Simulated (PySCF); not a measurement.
**CaBi: energy against distance**

Set-up: PySCF, scalar-relativistic core potentials, basis sets Ca def2-SVP, Bi def2-SVP with ECP60. Energies in eV from Ca + Bi in their ground configurations at the same level. All curves are PBE0. state 1: ⁴Σ⁻ (quartet), unpaired electrons σ ↑, π ↑↑; state 2: Ms = 0.5 determinant of mixed spin (⟨S²⟩ near 1.8), unpaired electrons σ ↓, π ↑↑, a second solution, started from another occupation; state 3: ²Π (doublet), unpaired electrons π ↑, a second solution, started from another occupation; state 4: Ms = 0.5 determinant of mixed spin (⟨S²⟩ near 1.8), unpaired electrons σ ↑, π ↑↓, a mixture of terms (⟨Lz²⟩ = 2.0), a second solution, started from another occupation.

```tsv
R (Å)	state 1	state 2	state 3	state 4
2.731	-0.4344	-0.3536	-0.6786	-0.1043
2.857	-0.7134	-0.6292	-0.7546	-0.3802
2.985	-0.8631	-0.7718	-0.7256	-0.5236
3.080	-0.9147	-0.8156	-0.6589	-0.5685
3.175	-0.9286	-0.8195	-0.5671	-0.5741
3.270	-0.9146	-0.7931	-0.4590	-0.5500
3.397	-0.8660	-0.7239	-0.3004	-0.4853
3.556	-0.7763	-0.6019	-0.0934	-0.3717
3.747	-0.6512	-0.4281	0.1524	-0.2129
4.000	-0.4872	-0.1861	0.4571	-0.0004
```

**Question.** Put a parabola through the three lowest points of the state 1 curve and estimate Re, k and ωe (reduced mass 33.55 u; 1 eV/Å² = 0.16022 mdyn/Å; ωe = 1302.8·√(k/μ) cm⁻¹).

**Answer.** Through R = 3.08, 3.175, 3.27 Å the second-order coefficient is 1.55 eV/Å², so Re ≈ 3.175 Å, k ≈ 0.495 mdyn/Å and ωe ≈ 158 cm⁻¹. A polynomial fit of higher order to the unrounded PBE0 energies gives Re = 3.170 Å, k = 0.497 mdyn/Å, ωe = 159 cm⁻¹; anharmonicity and rounding make the difference.

The higher-order fit for each curve: state 1: Re = 3.170 Å, ωe = 159 cm⁻¹, De = 0.93 eV; state 2: Re = 3.137 Å, ωe = 173 cm⁻¹, minimum 0.82 eV below the ground-state fragments; state 3: Re = 2.878 Å, ωe = 220 cm⁻¹, minimum 0.76 eV below the ground-state fragments; state 4: Re = 3.142 Å, ωe = 171 cm⁻¹, minimum 0.58 eV below the ground-state fragments.

⟨S²⟩ of the unrestricted solution departs from its pure value on part of the curve, where spin states mix. Spin–orbit coupling is left out, which matters for elements this heavy, above all for dissociation energies. The state is the lowest determinant that a PBE0 search found; another state may lie lower at other levels.
